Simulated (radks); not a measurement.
Values are calculated unless marked as measured or tabulated.
Q: These are the eigenvalues of the occupied orbitals of an atom or ion with whole-number occupations (eV). Level of theory: Dirac Kohn-Sham, LB94 model potential, spin-unpolarised, spherical densities, finite nucleus; Fermi nuclear charge, rms radius of each element as measured or else 0.836 A^(1/3) + 0.57 fm (a radial shooting solver on a logarithmic mesh with Libxc functionals).

1s1/2: -24523.61
2s1/2: -4720.354
2p1/2: -4485.206
2p3/2: -4336.661
3s1/2: -1725.520
3p1/2: -1641.069
3p3/2: -1607.095

Which element is it, and in what charge state? The configuration may be excited. Open shells, if any, fill j = l - 1/2 first.

A: Z = 45, rhodium, charge +28: Rh28+ in [Ne] 3s2 3p5. The list shows which subshells hold electrons but not how many an open one holds; the 1s level, -901.23 hartree, gives Z - s = 42.5 by -(Z - s)^2/2, which with screening and relativity narrows Z to a few neighbours, and the depths of the outer levels then fix element, charge and occupations together.
